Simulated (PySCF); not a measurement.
# Assigning NMR signals

Mapped SMILES: `[CH3:1][C:2](=[O:3])[O:4][C@@H:5]1[CH2:6][CH2:7][C@H:8]1[C:9]#[N:10]`. Each H is labelled by its parent atom. Ha(C6), Ha(C7) are cis to O4 on the ring; Hb(C6), Hb(C7) are trans to O4 on the ring.

Calculated, not measured (PySCF 2.14): PBE0/pcSseg-1 with gauge-including orbitals, coordinates at the GFN2-xTB level. No solvent, one averaged value for each set of equivalent atoms, relativity neglected, a single conformation.

Referencing at the same level of theory: TMS for 13C (σ = 186.93 ppm), 1H (σ = 31.72 ppm).

Question: Assign these signals to the numbered atoms. 13C{1H} NMR (computed): δ 173.8, 124.8, 69.2, 30.1, 29.7, 23.2, 19.4.

Answer: 
| δ (ppm) | atoms | environment | reason |
| --- | --- | --- | --- |
| 173.8 | C2 | ester carbonyl carbon | lone-pair donation from the attached heteroatom keeps it upfield of a ketone carbonyl |
| 124.8 | C9 | nitrile carbon | this is the usual window of a C≡N carbon, which has no attached hydrogen |
| 69.2 | C5 | sp3 CH bonded to O | pulled downfield by the heteroatom |
| 30.1 | C6 | sp3 CH2 in a ring | a saturated carbon with 2 carbon neighbours and no heteroatom attached |
| 29.7 | C8 | sp3 CH α to a nitrile | aliphatic region, no heteroatom directly attached |
| 23.2 | C1 | methyl carbon α to a carbonyl | the adjacent C=O deshields it moderately |
| 19.4 | C7 | sp3 CH2 in a ring | saturated and bonded to C and H only |

C6 and C8 lie closer than the usual error of such a calculation, so a measured spectrum could show them in the other order.

Question: Assign these signals to the numbered atoms. 1H NMR (600 MHz, computed): δ 6.00 (m, 1H), 3.02 (m, 1H), 2.49 (m, 1H), 2.23 (m, 1H), 2.18 (m, 1H), 2.12 (s, 3H), 1.96 (m, 1H).

Answer: 
| δ (ppm) | atoms | environment | reason |
| --- | --- | --- | --- |
| 6.00 | H(C5) | hydrogen on an sp3 CH bonded to O | its carbon carries O, which withdraws density |
| 3.02 | H(C8) | hydrogen on an sp3 CH α to a nitrile | – |
| 2.49 | Hb(C6) | hydrogen on an sp3 CH2 in a ring | – |
| 2.23 | Ha(C7) | hydrogen on an sp3 CH2 in a ring | – |
| 2.18 | Ha(C6) | hydrogen on an sp3 CH2 in a ring | – |
| 2.12 | H(C1) | hydrogen on a methyl carbon α to a carbonyl | α to C=O |
| 1.96 | Hb(C7) | hydrogen on an sp3 CH2 in a ring | – |

Ha(C7) and Ha(C6); Ha(C6) and H(C1) lie closer than the usual error of such a calculation, so a measured spectrum could show them in the other order.

Shifts are as computed. Against solution values, carbons near 30 ppm lie about +3 ppm off and those near 130 ppm about +5 ppm. Of 1211 compounds with measured shifts, 218 miss one by over three times the rms of a fit or turn the order of signals round; such compounds aren't used in these exercises. No couplings were computed; multiplicities are counted from neighbouring protons, with m where these are inequivalent, close in shift, in a saturated or five-membered ring or joined by F or P, and br s for small geminal =CH2 splittings.
